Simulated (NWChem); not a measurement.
# AlSiH₄F; SMILES [F][AlH][SiH3]

```xyz
7

Al     0.5510     0.7525    -0.0027
F     -0.6321     1.9326     0.0002
H      2.0424     1.2886     0.0131
Si    -0.1800    -1.5838    -0.0014
H     -0.3554    -2.0650     1.4078
H      0.8430    -2.4629    -0.6527
H     -1.4831    -1.7623    -0.7149
```
Atoms are numbered in this order, from 1.

All runs: NWChem. Pople sets run with spherical d functions. Structure relaxed at the PBE0/def2-SVP level.

### Question
Order these by “orbital gap (eV)”, lowest first: B3LYP/6-31G*; KT2/6-31G*; LC-wPBE (HJS exchange hole, range parameter 0.4 per bohr)/6-31G*.

### Answer
KT2/6-31G* (4.28), B3LYP/6-31G* (5.79), LC-wPBE (HJS exchange hole, range parameter 0.4 per bohr)/6-31G* (10.81)
